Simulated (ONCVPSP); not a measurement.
**Building the ONCV potential for Cs (Z = 55) (PBE, fully relativistic).**

ONCVPSP 4.0.1 was run on this input:

```
# ATOM AND REFERENCE CONFIGURATION
# atsym  z   nc   nv     iexc    psfile
  Cs 55.00    9    3        4      upf
#
#   n    l    f
    1    0    2.00
    2    0    2.00
    2    1    6.00
    3    0    2.00
    3    1    6.00
    3    2   10.00
    4    0    2.00
    4    1    6.00
    4    2   10.00
    5    0    2.00
    5    1    6.00
    6    0    1.00
#
# PSEUDOPOTENTIAL AND OPTIMIZATION
# lmax
    2
#
#   l,   rc,      ep,       ncon, nbas, qcut
    0    2.75    0.00    4    9    4.90
    1    3.05    0.00    4    8    5.10
    2    2.35    0.09    4    9    4.80
#
# LOCAL POTENTIAL
# lloc, lpopt,  rc(5),   dvloc0
    2    5    2.35    0.00
#
# VANDERBILT-KLEINMAN-BYLANDER PROJECTORs
# l, nproj, debl
    0    2    2.80
    1    3    3.40
    2    0    1.50
#
# MODEL CORE CHARGE
# icmod, fcfact, rcfact
    0    0.00    0.00
#
# LOG DERIVATIVE ANALYSIS
# epsh1, epsh2, depsh
   -2.00    5.00    0.02
#
# OUTPUT GRID
# rlmax, drl
    6.00    0.01
#
# TEST CONFIGURATIONS
# ncnf
    4
# nvcnf
#   n    l    f
    3
    5    0    2.00
    5    1    6.00
    6    0    0.00
#
    3
    5    0    2.00
    5    1    6.00
    6    0    0.50
#
    4
    5    0    2.00
    5    1    6.00
    6    0    0.00
    6    1    1.00
#
    3
    5    0    1.00
    5    1    6.00
    6    0    1.00
#
```

Command:

```bash
oncvpspr.x < Cs.dat > Cs.out
```

Resulting log (shortened: citation, most of the input echo, consistency checks and plot data are left out):

```
ONCVPSP  (Optimized Norm-Conservinng Vanderbilt PSeudopotential)
relativistic version 4.0.1

#   n    l    f        energy (Ha)
    1    0    2.00    -1.3145918D+03
    2    0    2.00    -2.0612850D+02
    2    1    6.00    -1.8096400D+02    -1.9390988D+02
    3    0    2.00    -4.2853606D+01
    3    1    6.00    -3.5270969D+01    -3.7751897D+01
    3    2   10.00    -2.5784655D+01    -2.6311318D+01
    4    0    2.00    -8.0864546D+00
    4    1    6.00    -5.7500419D+00    -6.2560203D+00
    4    2   10.00    -2.6911680D+00    -2.7751211D+00
    5    0    2.00    -9.8111269D-01
    5    1    6.00    -4.7820141D-01    -5.3807131D-01
    6    0    1.00    -7.6663052D-02

Reference configufation results
  iterations    27
  all-electron total energy (Ha)   -7.79027573D+03

Begin loop to  construct optimized pseudo wave functions
and semi-local pseudopoentials for all angular momenta

Calculating optimized projector #   1

 for l=   0

    Fraction of norm inside rc  0.941196
    Optimizing pswf for qcut=   4.89 a_B^-1,  ecut=  11.97 Ha
    Residual kinetic energy error=  1.65D-07 Ha

    Energy error per electron        Cutoff
         Ha          eV             Ha
         0.01000     0.27211        5.03
         0.00100     0.02721        7.18
         0.00010     0.00272        8.76
         0.00001     0.00027       10.16

Calculating optimized projector #   2

 for l=   0

    Fraction of norm inside rc  0.043042
    Optimizing pswf for qcut=   4.89 a_B^-1,  ecut=  11.97 Ha
    Residual kinetic energy error=  9.82D-08 Ha

    Energy error per electron        Cutoff
         Ha          eV             Ha
         0.01000     0.27211        1.61
         0.00100     0.02721        5.92
         0.00010     0.00272        8.05
         0.00001     0.00027        9.53

   Wellstate for l =  1  n =  9 kap= -2
     eigenvalue =   2.9218
     asymptotic potential =   3.4218
     half-point radius =  5.6933

   Wellstate for l =  1  n = 10 kap= -2
     eigenvalue =   6.3218
     asymptotic potential =   6.8218
     half-point radius =  4.7386

Calculating optimized projector #   1

 for l=   1

    Fraction of norm inside rc  0.884876
    Optimizing pswf for qcut=   5.11 a_B^-1,  ecut=  13.04 Ha
    Residual kinetic energy error=  9.67D-09 Ha

    Energy error per electron        Cutoff
         Ha          eV             Ha
         0.01000     0.27211        2.65
         0.00100     0.02721        4.01
         0.00010     0.00272        7.50
         0.00001     0.00027        9.34

Calculating optimized projector #   2

 for l=   1

    Fraction of norm inside rc  0.137307
    Optimizing pswf for qcut=   5.11 a_B^-1,  ecut=  13.04 Ha
    Residual kinetic energy error=  8.77D-06 Ha

    Energy error per electron        Cutoff
         Ha          eV             Ha
         0.01000     0.27211        5.87
         0.00100     0.02721        8.66
         0.00010     0.00272       11.07
         0.00001     0.00027       13.85

Calculating optimized projector #   3

 for l=   1

    Fraction of norm inside rc  0.152665
    Optimizing pswf for qcut=   5.11 a_B^-1,  ecut=  13.04 Ha
    Residual kinetic energy error=  2.71D-04 Ha

    Energy error per electron        Cutoff
         Ha          eV             Ha
         0.01000     0.27211       11.04
         0.00100     0.02721       12.45
         0.00010     0.00272       17.74
         0.00001     0.00027       38.02

   Wellstate for l =  1  n =  9 kap=  1
     eigenvalue =   2.8619

   Wellstate for l =  1  n = 10 kap=  1
     eigenvalue =   6.2997

Calculating optimized projector #   1

 for l=   1

    Fraction of norm inside rc  0.910330
    Optimizing pswf for qcut=   5.11 a_B^-1,  ecut=  13.04 Ha
    Residual kinetic energy error=  7.73D-09 Ha

    Energy error per electron        Cutoff
         Ha          eV             Ha
         0.01000     0.27211        3.05
         0.00100     0.02721        4.01
         0.00010     0.00272        6.04
         0.00001     0.00027        8.84

Calculating optimized projector #   2

 for l=   1

    Fraction of norm inside rc  0.139424
    Optimizing pswf for qcut=   5.11 a_B^-1,  ecut=  13.04 Ha
    Residual kinetic energy error=  8.22D-06 Ha

    Energy error per electron        Cutoff
         Ha          eV             Ha
         0.01000     0.27211        5.40
         0.00100     0.02721        8.02
         0.00010     0.00272       10.89
         0.00001     0.00027       13.66

Calculating optimized projector #   3

 for l=   1

    Fraction of norm inside rc  0.156735
    Optimizing pswf for qcut=   5.11 a_B^-1,  ecut=  13.04 Ha
    Residual kinetic energy error=  3.01D-04 Ha

    Energy error per electron        Cutoff
         Ha          eV             Ha
         0.01000     0.27211       11.03
         0.00100     0.02721       12.58
         0.00010     0.00272       17.69
         0.00001     0.00027       38.20

   Wellstate for l =  2  n =  5 kap= -3
     eigenvalue =   0.0900
     asymptotic potential =   0.5900
     half-point radius =  4.7717

Calculating optimized projector #   1

 for l=   2

    Fraction of norm inside rc  0.311413
    Optimizing pswf for qcut=   4.79 a_B^-1,  ecut=  11.49 Ha
    Residual kinetic energy error=  5.05D-07 Ha

    Energy error per electron        Cutoff
         Ha          eV             Ha
         0.01000     0.27211        3.04
         0.00100     0.02721        4.34
         0.00010     0.00272        5.48
         0.00001     0.00027        8.66

   Wellstate for l =  2  n =  5 kap=  2
     eigenvalue =   0.0900

Calculating optimized projector #   1

 for l=   2

    Fraction of norm inside rc  0.321060
    Optimizing pswf for qcut=   4.79 a_B^-1,  ecut=  11.49 Ha
    Residual kinetic energy error=  7.61D-07 Ha

    Energy error per electron        Cutoff
         Ha          eV             Ha
         0.01000     0.27211        3.14
         0.00100     0.02721        4.49
         0.00010     0.00272        5.57
         0.00001     0.00027        8.79

Construct Vanderbilt / Kleinmman-Bylander projectors

B matrix Hermiticity error, ll=  0  kap= -1
   1   2    3.7855D-05

  Orthonormal projector coefficients  2.4239E+00 -1.6121E-01

B matrix Hermiticity error, ll=  1  kap= -2
   1   2   -1.6043D-04
   1   3    4.1550D-04
   2   3    1.5918D-04

  Orthonormal projector coefficients  2.6320E+00  6.0290E-01 -7.6709E-02

B matrix Hermiticity error, ll=  1  kap=  1
   1   2   -1.7582D-04
   1   3    4.4425D-04
   2   3    1.6621D-04

  Orthonormal projector coefficients  2.3473E+00  5.3489E-01 -1.6100E-01

 Orthonormal scalar projector coefficients, l =  1
  2.5328E+00  5.8046E-01 -1.0052E-01 -3.3412E-04  1.4916E-04  9.3224E-07

 Orthonormal spin-orbit projector coefficients, l =  1
  2.8592E-01  4.9596E-02 -4.5962E-02  3.8018E-03 -1.9758E-03 -1.1220E-05

 Orthonormal scalar projector coefficients, l =  2

 Orthonormal spin-orbit projector coefficients, l =  2

Pseudoatom total energy  -20.364744

Diagnostic tests using Vanderbilt-Kleinman-Bylander pseudopotentials
  relativistic with J = L +/- 1/2 projectors

   l  kap   rcore       rmatch      e in        delta e    norm test   slope test

   0  -1   2.7564279   2.8401190  -0.9811127   0.0000002   1.0000871   1.0000840
   0  -1   2.7564279   2.8401190  -0.0766631   0.0000004   1.0000131   1.0000111

   1  -2   3.0514925   3.1441424  -0.4782014  -0.0000002   1.0000072   1.0000103
   1   1   3.0514925   3.1441424  -0.5380713   0.0000002   1.0000055   1.0000050
   1  -2   3.0514925   3.1441424   2.9217986   0.0000096   1.0001127   1.0001127
   1   1   3.0514925   3.1441424   2.8996587   0.0000141   1.0001229   1.0001229
   1  -2   3.0514925   3.1441424   6.3217986   0.0000088   1.0002530   1.0002530
   1   1   3.0514925   3.1441424   6.2920731   0.0000057   1.0002218   1.0002218

   2  -3   2.3593867   2.4310228   0.0900000  -0.0064663   1.0016782   1.0016782
   2   2   2.3593867   2.4310228   0.0843634   0.0097913   0.9974531   0.9974531

Diagnostic tests using Vanderbilt-Kleinman-Bylander pseudopotentials
  relativistic with scalar and spin-orbit non-local projectors

   l  kap   rcore       rmatch      e in        delta e    norm test   slope test

   0  -1   2.7564279   2.8401190  -0.9811127   0.0000002   1.0000871   1.0000840
   0  -1   2.7564279   2.8401190  -0.0766631   0.0000004   1.0000131   1.0000111

   1  -2   3.0514925   3.1441424  -0.4782014   0.0000123   1.0000419   1.0000655
   1   1   3.0514925   3.1441424  -0.5380713   0.0000094   1.0000409   1.0000533
   1  -2   3.0514925   3.1441424   2.9217986   0.0000765   1.0001649   1.0001649
   1   1   3.0514925   3.1441424   2.8996587   0.0000630   1.0001722   1.0001722
   1  -2   3.0514925   3.1441424   6.3217986   0.0000921   1.0002402   1.0002402
   1   1   3.0514925   3.1441424   6.2920731   0.0000963   1.0002142   1.0002142

   2  -3   2.3593867   2.4310228   0.0900000  -0.0064663   1.0016782   1.0016782
   2   2   2.3593867   2.4310228   0.0843634   0.0097913   0.9974531   0.9974531

Ghost test for J = L + 1/2

 Testing for bound ghosts
   n   l    E NL Schr. Eq   E Basis Diag.   E Cutoff

   1   0       -0.981113       -0.981112     46.16
   2   0       -0.076663       -0.048455     46.16

   2   1       -0.478202       -0.478198     42.59

 Testing for highly-localized positive-energy ghosts
       l    <radius>/rc     E Basis Diag.   E Cutoff

Ghost test for J = L - 1/2

 Testing for bound ghosts
   n   l    E NL Schr. Eq   E Basis Diag.   E Cutoff

   1   0       -0.981113       -0.981112     46.16
   2   0       -0.076663       -0.048455     46.16

   2   1       -0.538071       -0.538070     42.59

 Testing for highly-localized positive-energy ghosts
       l    <radius>/rc     E Basis Diag.   E Cutoff

Test configuration 0

   n   l kap    f        eae           eps        diff
   1   0  -1  2.0000-1314.59176025
   2   0  -1  2.0000 -206.12850442
   2   1  -2  4.0000 -180.96400131
   2   1   1  2.0000 -193.90987737
   3   0  -1  2.0000  -42.85360588
   3   1  -2  4.0000  -35.27096889
   3   1   1  2.0000  -37.75189665
   3   2  -3  6.0000  -25.78465512
   3   2   2  4.0000  -26.31131762
   4   0  -1  2.0000   -8.08645460
   4   1  -2  4.0000   -5.75004193
   4   1   1  2.0000   -6.25602029
   4   2  -3  6.0000   -2.69116805
   4   2   2  4.0000   -2.77512107
   5   0  -1  2.0000   -0.98111269   -0.98111253    1.58E-07
   5   1  -2  4.0000   -0.47820141   -0.47820157   -1.63E-07
   5   1   1  2.0000   -0.53807131   -0.53807113    1.78E-07
   6   0  -1  1.0000   -0.07666305   -0.07666266    3.94E-07

    Total energies and differences
      AE_ref= -7.79027573E+03  AE_tst= -7.79027573E+03  dif=  0.00E+00
      PS_ref= -2.03647435E+01  PS_tst= -2.03647435E+01  dif=  1.07E-14
      PSP excitation error= -1.07E-14

Test configuration 1

   n   l kap    f        eae           eps        diff
   1   0  -1  2.0000-1314.78477428
   2   0  -1  2.0000 -206.32139586
   2   1  -2  4.0000 -181.15687870
   2   1   1  2.0000 -194.10275517
   3   0  -1  2.0000  -43.04647380
   3   1  -2  4.0000  -35.46383239
   3   1   1  2.0000  -37.94476582
   3   2  -3  6.0000  -25.97752733
   3   2   2  4.0000  -26.50419096
   4   0  -1  2.0000   -8.27908948
   4   1  -2  4.0000   -5.94261685
   4   1   1  2.0000   -6.44862262
   4   2  -3  6.0000   -2.88362090
   4   2   2  4.0000   -2.96758558
   5   0  -1  2.0000   -1.17234943   -1.17233022    1.92E-05
   5   1  -2  4.0000   -0.66721613   -0.66714483    7.13E-05
   5   1   1  2.0000   -0.72776907   -0.72771331    5.58E-05
   6   0  -1  0.0000   -0.20716771   -0.20716771    0.00E+00

    Total energies and differences
      AE_ref= -7.79027573E+03  AE_tst= -7.79013378E+03  dif=  1.42E-01
      PS_ref= -2.03647435E+01  PS_tst= -2.02227909E+01  dif=  1.42E-01
      PSP excitation error=  3.56E-06

Test configuration 2

   n   l kap    f        eae           eps        diff
   1   0  -1  2.0000-1314.68159598
   2   0  -1  2.0000 -206.21829244
   2   1  -2  4.0000 -181.05378464
   2   1   1  2.0000 -193.99966104
   3   0  -1  2.0000  -42.94338346
   3   1  -2  4.0000  -35.36074489
   3   1   1  2.0000  -37.84167480
   3   2  -3  6.0000  -25.87443432
   3   2   2  4.0000  -26.40109726
   4   0  -1  2.0000   -8.17614450
   4   1  -2  4.0000   -5.83970965
   4   1   1  2.0000   -6.34569818
   4   2  -3  6.0000   -2.78078977
   4   2   2  4.0000   -2.86474720
   5   0  -1  2.0000   -1.07029794   -1.07029524    2.70E-06
   5   1  -2  4.0000   -0.56662662   -0.56660433    2.23E-05
   5   1   1  2.0000   -0.62673514   -0.62671842    1.67E-05
   6   0  -1  0.5000   -0.14084986   -0.14084704    2.82E-06

    Total energies and differences
      AE_ref= -7.79027573E+03  AE_tst= -7.79022169E+03  dif=  5.40E-02
      PS_ref= -2.03647435E+01  PS_tst= -2.03107032E+01  dif=  5.40E-02
      PSP excitation error=  4.23E-07

Test configuration 3

   n   l kap    f        eae           eps        diff
   1   0  -1  2.0000-1314.63839529
   2   0  -1  2.0000 -206.17514168
   2   1  -2  4.0000 -181.01061223
   2   1   1  2.0000 -193.95648222
   3   0  -1  2.0000  -42.90030506
   3   1  -2  4.0000  -35.31766391
   3   1   1  2.0000  -37.79859232
   3   2  -3  6.0000  -25.83135318
   3   2   2  4.0000  -26.35801528
   4   0  -1  2.0000   -8.13308676
   4   1  -2  4.0000   -5.79663925
   4   1   1  2.0000   -6.30263234
   4   2  -3  6.0000   -2.73770066
   4   2   2  4.0000   -2.82165928
   5   0  -1  2.0000   -1.02729477   -1.02715650    1.38E-04
   5   1  -2  4.0000   -0.52306234   -0.52290027    1.62E-04
   5   1   1  2.0000   -0.58334629   -0.58319319    1.53E-04
   6   0  -1  0.0000   -0.09909231   -0.20716771   -1.08E-01
   6   1  -2  0.6667   -0.04674660   -0.04675189   -5.29E-06
   6   1   1  0.3333   -0.04940693   -0.04941758   -1.06E-05

    Total energies and differences
      AE_ref= -7.79027573E+03  AE_tst= -7.79022545E+03  dif=  5.03E-02
      PS_ref= -2.03647435E+01  PS_tst= -2.03145017E+01  dif=  5.02E-02
      PSP excitation error=  4.08E-05

Test configuration 4

   n   l kap    f        eae           eps        diff
   1   0  -1  2.0000-1315.03360921
   2   0  -1  2.0000 -206.56653784
   2   1  -2  4.0000 -181.40203720
   2   1   1  2.0000 -194.34802227
   3   0  -1  2.0000  -43.29043328
   3   1  -2  4.0000  -35.70773778
   3   1   1  2.0000  -38.18879794
   3   2  -3  6.0000  -26.22155213
   3   2   2  4.0000  -26.74824569
   4   0  -1  2.0000   -8.51794222
   4   1  -2  4.0000   -6.18036911
   4   1   1  2.0000   -6.68690165
   4   2  -3  6.0000   -3.11825343
   4   2   2  4.0000   -3.20253856
   5   0  -1  1.0000   -1.35389008   -1.35685692   -2.97E-03
   5   1  -2  4.0000   -0.82414560   -0.82591178   -1.77E-03
   5   1   1  2.0000   -0.89088866   -0.89307100   -2.18E-03
   6   0  -1  1.0000   -0.27249420   -0.27255408   -5.99E-05

    Total energies and differences
      AE_ref= -7.79027573E+03  AE_tst= -7.78911250E+03  dif=  1.16E+00
      PS_ref= -2.03647435E+01  PS_tst= -1.92001631E+01  dif=  1.16E+00
      PSP excitation error= -1.35E-03
```

The run took about 17 s on one core of a shared server CPU.
